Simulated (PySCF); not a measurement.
## Optical rotation: `C[Se]C(F)=C=C=C=CF`, C₆H₄F₂Se

Molfile (atoms numbered from 1):
```
C6H4F2Se
     RDKit          3D

 13 12  0  0  0  0  0  0  0  0999 V2000
   -2.2544    0.5146    0.5608 C   0  0  0  0  0  0  0  0  0  0  0  0
   -2.7136    0.3907   -1.3291 Se  0  0  0  0  0  2  0  0  0  0  0  0
   -0.9738   -0.0683   -1.9542 C   0  0  0  0  0  0  0  0  0  0  0  0
   -0.9720   -0.2325   -3.2859 F   0  0  0  0  0  0  0  0  0  0  0  0
    0.0938   -0.2127   -1.2112 C   0  0  0  0  0  0  0  0  0  0  0  0
    1.0585   -0.2945   -0.3915 C   0  0  0  0  0  0  0  0  0  0  0  0
    2.0402   -0.4212    0.4047 C   0  0  0  0  0  0  0  0  0  0  0  0
    3.0536   -0.4906    1.2251 C   0  0  0  0  0  0  0  0  0  0  0  0
    3.8148    0.5800    1.5253 F   0  0  0  0  0  0  0  0  0  0  0  0
   -1.9277   -0.4597    0.9165 H   0  0  0  0  0  0  0  0  0  0  0  0
   -3.1478    0.8278    1.0929 H   0  0  0  0  0  0  0  0  0  0  0  0
   -1.4628    1.2489    0.6892 H   0  0  0  0  0  0  0  0  0  0  0  0
    3.3867   -1.3819    1.7399 H   0  0  0  0  0  0  0  0  0  0  0  0
  1  2  1  0
  2  3  1  0
  3  4  1  0
  3  5  2  0
  5  6  2  0
  6  7  2  0
  7  8  2  0
  8  9  1  0
  1 10  1  0
  1 11  1  0
  1 12  1  0
  8 13  1  0
M  END
```

Method used: TDDFT CAM-B3LYP/def2-SVPD circular dichroism and optical rotation, one conformer, gas phase (PySCF). Geometry: GFN2-xTB.

The calculation is non-relativistic, which matters for the atoms heavier than Zn. No stereocentre is labelled: unless the shape is locked (an allene, a helicene, a hindered biaryl), the mirror image is equally populated and a measured rotation or CD is zero.

What is the specific rotation at 633, 589.3, 546 nm?

[α] in deg dm⁻¹ (g/mL)⁻¹:
```csv
λ (nm),origin-invariant length gauge,modified velocity gauge,length gauge (centre of mass),isotropic polarisability (au)
633,-153.4,-136.0,-148.4,137.9
589.3,-179.3,-157.3,-173.3,139.7
546,-210.7,-181.5,-203.2,141.9
```

And for the mirror image at 589.3 nm?

+179.3 deg dm⁻¹ (g/mL)⁻¹ (origin-invariant length gauge): the same size and the opposite sign.

What is the molar rotation [Φ] = [α]·M/100 of the geometry above at 589.3 nm?

With M = 193.07 g/mol, -346.2 deg cm² dmol⁻¹ (origin-invariant length gauge).

The first excitation lies at 3.09 eV (402 nm) with R = +1.6 × 10⁻⁴⁰ esu² cm² (velocity form).
